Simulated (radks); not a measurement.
The numbers below are computed, except where a source is named.
Initial-state core-level shifts of the ytterbium ion Yb2+ when its valence configuration changes from [Xe] 4f14. Code: a radial shooting solver on a logarithmic mesh with Libxc functionals. Model: scalar-relativistic Kohn-Sham, PBE, spin-polarised, spherical densities, point nucleus; open shells are filled with parallel spins first (spin-orbit coupling, left out, can overturn this in heavy ions). Shifts are changes of the shell-averaged eigenvalues in eV (positive: less bound).

valence            1s       2s       4p       4d
4f13 5d1       -6.801   -7.267   -7.636   -7.415
4f13 6s1       -9.326   -9.893  -10.223  -10.022
4f12 5d2      -14.418  -15.462  -16.121  -15.611
4f13.5 5d0.5   -3.287   -3.505   -3.696   -3.595
4f12 6s2      -20.274  -21.556  -22.088  -21.610
4f11 5d1 6p2  -31.592  -33.567  -34.231  -33.390
4f11 5d2 6p1  -27.097  -28.939  -29.696  -28.845
4f12 5d1 6p1  -18.590  -19.739  -20.349  -19.853
4f12 6s1 6p1  -21.528  -22.806  -23.341  -22.862
